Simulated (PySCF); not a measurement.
Excitation energy of Ni by level of theory

Ni [Ar] 3d8 4s2 (3F) → Ni [Ar] 3d7 4s2 4p1 (high-spin determinant), as a difference of total energies. Calculation: PySCF 2.14, in ANO-RCC-VTZP; the spin-free X2C one-electron Hamiltonian (Gaussian nucleus). Correlated levels: valence: [Ar] frozen; valence and next inner shell: [Ne] frozen. The calculations carry no spin-orbit coupling.

```
                                method  excitation energy (eV)
                                   UHF                   6.219
                                   LDA                   9.253
                                   PBE                   8.878
                                  PBE0                   8.306
                                r2SCAN                   8.556
                                 HSE06                   8.320
                               wB97M-V                   8.294
                             CAM-B3LYP                   8.471
                         MP2 (valence)                   8.101
                     SCS-MP2 (valence)                   8.095
    MP2 (valence and next inner shell)                   8.436
SCS-MP2 (valence and next inner shell)                   8.287
```

Task: How much does correlation contribute at MP2 (valence and next inner shell)?

Result: 8.436 − (6.219) = 2.217 eV, measured against UHF.

A first-order spin-orbit estimate (lowest level to lowest level, LS coupling) adds 0.016 eV.

The upper state lies above the first ionisation limit, but in LS coupling its spin forbids autoionisation to the ground ion.

The basis was made for the ground configuration and has no added diffuse functions, so the excitation energy can come out too high.

The determinant of the upper state mixes LS terms, which raises its energy above the lowest term, most at the Hartree-Fock and MP2 levels.
